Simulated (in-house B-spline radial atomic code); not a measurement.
Cs⁺. Computed with a B-spline radial atomic code. Model: non-relativistic spherical atom: semilocal Troullier-Martins pseudo-atom, one channel per l, against all electrons, high spin, G0W0 and RPA with empty states to l = 8, local potential for every l without a channel, a model core (radius 0 = none) keeps its share of the functional.

Without relativity these are model numbers for so heavy an element.

What the tables leave out is listed at the end.

The pseudopotential gives back the lowest level of each angular momentum of its own functional in the configuration it was made in; a second state of the same l is only approximately right. Exact exchange, RPA and GW see the smooth pseudo-orbitals and miss the exchange with the core, for which the functional's share stands in. The column with an uncorrelated core keeps all orbitals and exact exchange, and so separates missing core correlation from pseudisation. Only the three outermost levels and the lowest empty one were computed. RPA here is direct RPA, with no exchange kernel, and its energies carry an (l + 1/2)⁻⁴ tail. A hybrid on a potential with a model core restores only its own semilocal share of the core's exchange.

Command:
```bash
python run_psgw.py task.json out
```
Settings (lengths in bohr, energies in hartree):
```
Z                      55
electrons              54
configuration          [Kr] 4d10 5s2 5p6
generated_in           [Xe] 6s1
functional             pbe,pbe
core_shells            8
radius_factor          1.15
core_correction        True
```

Cost of the run: 36 s on 1 thread of Arm Neoverse N1 (shared host).

Given: made with PBE; model core radius 0.537 bohr; local radius 1.018 bohr; mean-field start PBE.

Valence shells of the generating configuration: 4d, 5s, 5p, 6s.

Channel: s 1.851, p 2.08, d 0.831 (radii in bohr).

Computed: largest level miss in the spin-unpolarised generating configuration 0.016 eV; valence RPA correlation energy all-electron orbitals -1.122 hartree; all-electron RPA polarisability, core included 14.721 bohr³; pseudo-atom RPA polarisability 14.657 bohr³.

```json
{"level": "5p", "occupied": "1", "mean-field all-electron (eV)": "-18.649", "mean-field pseudo minus all (eV)": "-0.026", "G0W0 all-electron (eV)": "-23.542", "G0W0 uncorrelated core minus all (eV)": "0.019", "G0W0 pseudo minus all (eV)": "-0.635", "exchange self-energy all-electron (eV)": "-20.981", "exchange self-energy pseudo (eV)": "-19.62"}
{"level": "6s (empty)", "occupied": "0", "mean-field all-electron (eV)": "-5.3866", "mean-field pseudo minus all (eV)": "-0.046", "G0W0 all-electron (eV)": "-3.6431", "G0W0 uncorrelated core minus all (eV)": "0.009", "G0W0 pseudo minus all (eV)": "-0.108", "exchange self-energy all-electron (eV)": "-1.402", "exchange self-energy pseudo (eV)": "-1.1866"}
```

(1) What is the valence RPA correlation energy pseudo?

Given: mean-field start PBE0.

Computed: valence RPA correlation energy pseudo -1.3238 hartree; all-electron RPA polarisability, core included 13.32 bohr³; pseudo-atom RPA polarisability 12.934 bohr³.

```tsv
level	occupied	mean-field all-electron (eV)	mean-field pseudo minus all (eV)	G0W0 all-electron (eV)	G0W0 uncorrelated core minus all (eV)	G0W0 pseudo minus all (eV)	exchange self-energy all-electron (eV)	exchange self-energy pseudo (eV)
5p	1	-20.111	-0.155	-23.718	0.02	-0.555	-20.948	-19.867
6s (empty)	0	-4.8021	-0.02	-3.6832	0.008	-0.06	-1.1963	-1.0073
```

(2) What is the valence RPA correlation energy all-electron orbitals?

Results:

(1) -1.3819 hartree.

(2) -1.0643 hartree.

Among the listed levels the largest G0W0 shift of the pseudo-atom is -0.64 eV, for 5p on the PBE start, while leaving the core uncorrelated moves that level by +0.02 eV. So pseudisation and the lost core exchange, not the missing core correlation, make the error. Not in the tables (levels of low weight, unsolved or above zero; the highest and the empty levels are kept at any weight): on PBE the G0W0 levels 5s (pseudo minus all -0.27 eV, weights 0.35 and 0.39), 4d (pseudo minus all +4.40 eV, weights 0.73 and 0.58); on PBE0 the G0W0 levels 5s (pseudo minus all -0.50 eV, weights 0.62 and 0.64), 4d (pseudo minus all +6.45 eV, weights 0.77 and 0.62); no Hartree-Fock pseudo-atom is run with a model core.
